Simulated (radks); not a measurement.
Results of a calculation; reference values are marked as such.
These are the eigenvalues of the occupied orbitals of an atom or ion with whole-number occupations (Ry). Level of theory: non-relativistic Kohn-Sham, SCAN, spin-polarised, spherical densities, point nucleus; meta-GGA in the generalised Kohn-Sham scheme (a radial shooting solver on a logarithmic mesh with Libxc functionals).

| orbital | eigenvalue |
|---|---|
| 1s up | -645.9961 |
| 1s down | -645.9860 |
| 2s up | -78.52901 |
| 2s down | -78.39439 |
| 2p up | -68.83868 |
| 2p down | -68.73526 |
| 3s up | -9.69728 |
| 3s down | -9.46125 |
| 3p up | -6.62492 |
| 3p down | -6.38550 |
| 3d up | -1.50683 |
| 3d down | -1.25501 |
| 4s up | -0.76836 |
| 4p up | -0.30104 |

Which element is it, and in what charge state? The configuration may be excited. Open shells, if any, are filled with parallel spins first.

Answer. Z = 29, copper, charge 0: Cu in [Ar] 3d8 4s1 4p2. The list shows which subshells hold electrons but not how many an open one holds; the 1s level, -323 hartree, gives Z - s = 25.4 by -(Z - s)^2/2, which with screening narrows Z to a few neighbours, and the depths of the outer levels then fix element, charge and occupations together.
